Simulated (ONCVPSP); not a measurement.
## An all-electron radial function and its pseudo partner (copper (Cu))

Columns: radius, all-electron u(r) and pseudo u(r) of the 3s shell (level -114.73 eV) of copper in the configuration [Ne] 3s2 3p6 3d10 4s0.75 4p0.25; LDA (Perdew-Zunger), scalar-relativistic, ONCV scheme, ONCVPSP 4.0.1.

| r (bohr) | all-electron | pseudo |
| --- | --- | --- |
| 0.078 | -0.1365 | 0.2594 |
| 0.155 | -0.7048 | 0.5018 |
| 0.232 | -0.4281 | 0.7181 |
| 0.310 | 0.1720 | 0.9005 |
| 0.388 | 0.7215 | 1.0388 |
| 0.465 | 1.0871 | 1.1287 |
| 0.542 | 1.2733 | 1.1720 |
| 0.620 | 1.3207 | 1.1720 |
| 0.698 | 1.2737 | 1.1334 |
| 0.775 | 1.1744 | 1.0656 |
| 0.852 | 1.0500 | 0.9766 |
| 0.930 | 0.9166 | 0.8734 |
| 1.008 | 0.7870 | 0.7651 |
| 1.085 | 0.6689 | 0.6596 |
| 1.162 | 0.5632 | 0.5602 |
| 1.240 | 0.4696 | 0.4690 |
| 1.318 | 0.3892 | 0.3891 |
| 1.395 | 0.3218 | 0.3217 |
| 1.472 | 0.2651 | 0.2650 |
| 1.550 | 0.2170 | 0.2170 |
| 1.628 | 0.1772 | 0.1771 |
| 1.705 | 0.1447 | 0.1447 |
| 1.782 | 0.1180 | 0.1179 |
| 1.860 | 0.0958 | 0.0957 |
| 1.938 | 0.0776 | 0.0776 |
| 2.015 | 0.0630 | 0.0630 |

Problem. How many radial nodes do the two functions have?

Solution. The all-electron 3s function has n − l − 1 = 2 (the table is too coarse to show those close to the nucleus); the pseudo-wave has 0, since the states of the same l below it are removed with the core.

Problem. At about which radius was the pseudo-wave matched?

Solution. 1.35 bohr, where the columns begin to agree (steps of 0.08 bohr).

Problem. Is the pseudo-wave norm-conserving?

Solution. Yes: the ONCV scheme keeps the norm inside the radius equal to the all-electron one, which fixes the energy derivative of the logarithmic derivative at the level.
